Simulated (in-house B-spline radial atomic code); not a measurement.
Successive ionisation energies of osmium; each step leads to the configuration of the next row (after the last: [Ar] 3d10 4s2 4p1). Dirac energy differences include first-order Breit, QED and recoil terms. NIST's values go from ground level to ground level; the uncertainty of those that are theory runs from under 0.1 % in few-electron ions to several per cent in heavy many-electron ones. Computed with a B-spline radial code for spherical atoms: Dirac-Hartree-Fock, average of the configuration, finite nuclei.

```
  ion      configuration  ionisation energy (eV)  tabulated value (eV)    tabulated kind  computed minus tabulated (eV)  highest orbital  largest mean radius (bohr)
Os37+           [Kr] 4d3                  1648.4                  1660  tabulated theory                          -11.6            4d5/2                     0.41359
Os38+           [Kr] 4d2                  1705.0                  1720  tabulated theory                          -15.0            4d5/2                      0.4113
Os39+           [Kr] 4d1                  1762.3                  1776  tabulated theory                          -13.7            4d5/2                     0.40903
Os40+  [Ar] 3d10 4s2 4p6                  2032.4                  1996  tabulated theory                           36.4            4p3/2                     0.40678
Os41+  [Ar] 3d10 4s2 4p5                       ?                     ?  tabulated theory                              ?                ?                           ?
Os42+  [Ar] 3d10 4s2 4p4                       ?                     ?  tabulated theory                              ?                ?                           ?
Os43+  [Ar] 3d10 4s2 4p3                  2205.9                  2168  tabulated theory                           37.9            4p3/2                     0.39983
Os44+  [Ar] 3d10 4s2 4p2                  2264.6                  2336  tabulated theory                          -71.4            4p3/2                     0.39766
```

(1) Fill in the row of Os41+.

(2) Fill in the row of Os42+.

Where a p, d or f electron is removed, the computed value is a mean over both j, so it misses the tabulated one by a part of the spin-orbit splitting; averaging over terms and missing correlation add to the gap, relatively most at low charge.

## Answers

(1) ionisation energy (eV): 2089.8; tabulated value (eV): 2052; computed minus tabulated (eV): 37.8; highest orbital: 4p3/2; largest mean radius (bohr): 0.40427.

(2) ionisation energy (eV): 2147.6; tabulated value (eV): 2112; computed minus tabulated (eV): 35.6; highest orbital: 4p3/2; largest mean radius (bohr): 0.40204.
